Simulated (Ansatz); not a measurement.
**Ligand exchange: GeH2(CH3)2 + BH(SH)2 → GeH2(CH3)(SH) + BH(CH3)(SH)**

Species: GeH2(CH3)2, singlet; BH(SH)2, singlet; GeH2(CH3)(SH), singlet; BH(CH3)(SH), singlet. The partners trade CH3 for SH: Ge–CH3 and B–SH bonds give way to Ge–SH and B–CH3.

Shapes, held fixed at every level: PBE0-D4/def2-TZVP. Flexible molecules stand in one conformer, not always the lowest. Programs: Ansatz 0.2.0. The zero-point and thermal change to 298 K, harmonic and unscaled (PBE0-D4/def2-TZVP), is -0.4 kJ/mol.

| level | kind | ΔH(298 K) (kJ/mol) | less CCSD(T)/def2-TZVPP |
| --- | --- | --- | --- |
| PBE-D4/def2-TZVPP | GGA | +9.4 | -1.0 |
| r2SCAN-D4/def2-TZVPP | meta-GGA | +7.7 | -2.7 |
| BHLYP-D4/def2-TZVPP | global hybrid | +1.5 | -8.9 |
| PBE0-D4/def2-TZVPP | global hybrid | +6.5 | -3.9 |
| r2SCAN0-D4/def2-TZVPP | global hybrid | +5.7 | -4.7 |
| wB97M-V/def2-TZVPP | range-separated hybrid | +5.2 | -5.2 |
| CCSD(T)/def2-TZVPP | coupled cluster or CI | +10.4 | 0.0 |

The highest level, CCSD(T)/def2-TZVPP, gives ΔH(298 K) = +10.4 kJ/mol; the levels span +1.5 to +10.4. The column of differences is taken from that level and isn't an error. No measured value is set beside it here. Relativity is left out for Ge unless named. Correlated rows may include outer-core shells of Ge, which these sets cover unevenly.
